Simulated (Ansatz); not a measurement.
Computed with Ansatz on PBE0-D4/def2-TZVP structures; ΔE is electronic, products minus reactants. CCSD(T)/CBS adds triple-zeta CCSD(T) − MP2 to the extrapolated MP2 energy (def2 sets, frozen cores). This one scheme is used for every species. Functionals use def2-TZVPP. One conformer a species, not always the lowest.

`CC(C)[CH2][AlH2]` + `C#N` → `N#[C][AlH2]` + `CC(C)C`  (formal exchange of groups at the Al–C bond)

CCSD(T)/CBS gives -86.7 kJ/mol.

(1) Another level gave -92.8 kJ/mol. Which?
A. HF/def2-TZVPP
B. B2PLYP/def2-TZVPP
C. ωB97M-V/def2-TZVPP
D. BHLYP/def2-TZVPP

Largest T1 diagnostic among the species: 0.014.

Answers

(1) B. B2PLYP -92.8, ωB97M-V -85.4, BHLYP -97.8, HF/def2-TZVPP -107.3 kJ/mol.

The D4 term adds +7.1 kJ/mol with B3LYP and +4.1 kJ/mol with PBE0; it sums over pairs of atoms, weighted by their polarisabilities, and B3LYP, whose exchange is more repulsive, gets the larger term. Leaving LDA and LC-ωPBE aside and taking each functional with its dispersion term where it has one, the values, not all of them listed here, spread over 13.7 kJ/mol, from B2PLYP to revPBE-D4. LDA lies +11.0 kJ/mol from PBE without D4.

B3LYP here is the variant with VWN-RPA as its local correlation; programs differ in this.
